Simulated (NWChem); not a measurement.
System: SnH2O2BrF; SMILES [OH][Sn]([OH])([F])[Br]

Parts of the log:

```
             Northwest Computational Chemistry Package (NWChem) 7.3.0
             --------------------------------------------------------

 C1  symmetry detected

                             Geometry "geometry" -> ""
                             -------------------------

 Output coordinates in angstroms (scale by  1.889725989 to convert to a.u.)

  No.       Tag          Charge          X              Y              Z
 ---- ---------------- ---------- -------------- -------------- --------------
    1 O                    8.0000     1.72511291     1.22496857     0.71188830
    2 Sn                  50.0000     0.01873714     0.59112075     0.00281560
    3 O                    8.0000    -0.28289812     1.44858925    -1.73449959
    4 F                    9.0000    -1.43248726     1.17267109     1.13280695
    5 Br                  35.0000    -0.00731773    -1.85856298    -0.01728772
    6 H                    1.0000     1.88409058     2.14265172     0.45280081
    7 H                    1.0000    -1.21015969     1.40851257    -2.00288311

 Effective nuclear repulsion energy (a.u.)     924.7063126415

                                 NWChem DFT Module
                                 -----------------

 Summary of "ao basis" -> "ao basis" (spherical)
 ------------------------------------------------------------------------------
       Tag                 Description            Shells   Functions and Types
 ---------------- ------------------------------  ------  ---------------------
 O                          def2-svp                 6       14   3s2p1d
 Sn                         def2-svp                10       26   4s4p2d
 F                          def2-svp                 6       14   3s2p1d
 Br                         def2-svp                12       32   5s4p3d
 H                          def2-svp                 3        5   2s1p

            General Information
            -------------------
          SCF calculation type: DFT
          Wavefunction type:  closed shell.
          No. of atoms     :     7
          No. of electrons :    84
           Alpha electrons :    42
            Beta electrons :    42
          Charge           :     0
          Spin multiplicity:     1
          Use of symmetry is: off; symmetry adaption is: off
          Maximum number of iterations: 150
          AO basis - number of functions:   110
                     number of shells:    46
          Convergence on energy requested:  1.00D-06
          Convergence on density requested:  1.00D-05
          Convergence on gradient requested:  5.00D-04

              XC Information
              --------------
                         SCAN Method XC Functional
                  SCAN metaGGA Exchange Functional  1.000
                        SCAN Correlation Potential  1.000

             Grid Information
             ----------------
          Grid used for XC integration:  medium
          Radial quadrature: Mura-Knowles
          Angular quadrature: Lebedev.
          Tag              B.-S. Rad. Rad. Pts. Rad. Cut. Ang. Pts.
          ---              ---------- --------- --------- ---------
          O                   0.60       49          11.0       434
          Sn                  1.45      123           8.0       590
          F                   0.50       49          10.0       434
          Br                  1.15      112          11.0       590
          H                   0.35       45          11.0       434
          Grid pruning is: on
          Number of quadrature shells:   472
          Spatial weights used:  Erf1

      Superposition of Atomic Density Guess
      -------------------------------------

 Sum of atomic energies:       -3070.85492865

      Non-variational initial energy
      ------------------------------

 Total energy =   -3035.619059
 1-e energy   =   -5323.461023
 2-e energy   =    1777.031357
 HOMO         =      -0.408052
 LUMO         =      -0.096029

     ---------------------------------------------
      Total Density - Mulliken Population Analysis
     ---------------------------------------------

    Atom       Charge   Shell Charges
 -----------   ------   -------------------------------------------------------
    1 O    8     8.87   1.99  1.11  0.68  3.05  2.04  0.00
    2 Sn  22    19.89   1.60  0.41  0.68  0.11  3.27  2.73  0.65  0.25  9.78  0.41
    3 O    8     8.87   1.99  1.11  0.68  3.05  2.04  0.00
    4 F    9     9.70   1.99  1.15  0.81  3.53  2.22  0.00
    5 Br  35    35.36   2.00  2.00  2.00  1.37  0.59  6.00  5.99  2.32  3.09  8.23  1.73  0.05
    6 H    1     0.65   0.53  0.07  0.06
    7 H    1     0.66   0.53  0.07  0.06

[...]

                         DFT ENERGY GRADIENTS

    atom               coordinates                        gradient
                 x          y          z           x          y          z
   1 O       3.259991   2.314855   1.345274   -0.002028   0.002190  -0.001865
   2 Sn      0.035408   1.117056   0.005321    0.000398   0.000642   0.000436
   3 O      -0.534600   2.737437  -3.277729   -0.002646  -0.001789   0.002003
   4 F      -2.707008   2.216027   2.140695    0.001764  -0.000618  -0.001526
   5 Br     -0.013829  -3.512175  -0.032669   -0.000195   0.001440  -0.000249
   6 H       3.560415   4.049025   0.855669    0.000197  -0.002347   0.001050
   7 H      -2.286870   2.661703  -3.784900    0.002509   0.000481   0.000151
```

Level: SCAN/def2-SVP with def2 effective core potentials on Sn. Structure relaxed at the PBE0/def2-SVP level. No frequency run checked for a minimum. def2 effective core potentials on Sn; no spin-orbit coupling.

Task: Reconstruct the input file.

Result: This is not unique; one that fits is the input that was run:
```
start job
memory heap 200 mb stack 900 mb global 1100 mb
geometry units angstroms noautoz
  O      1.843351     1.200723     0.360955
  Sn     0.009363     0.613209     0.032960
  O     -0.639911     1.499031    -1.591313
  F     -1.149008     1.211801     1.454578
  Br    -0.079180    -1.834875     0.000123
  H      1.964553     2.117946     0.080679
  H     -1.603948     1.482551    -1.653046
end
basis spherical
  O library def2-svp
  Sn library def2-svp
  F library def2-svp
  Br library def2-svp
  H library def2-svp
end
ecp
  Sn library def2-ecp
end
dft
  xc scan
  iterations 150
  mulliken
end
task dft gradient
```
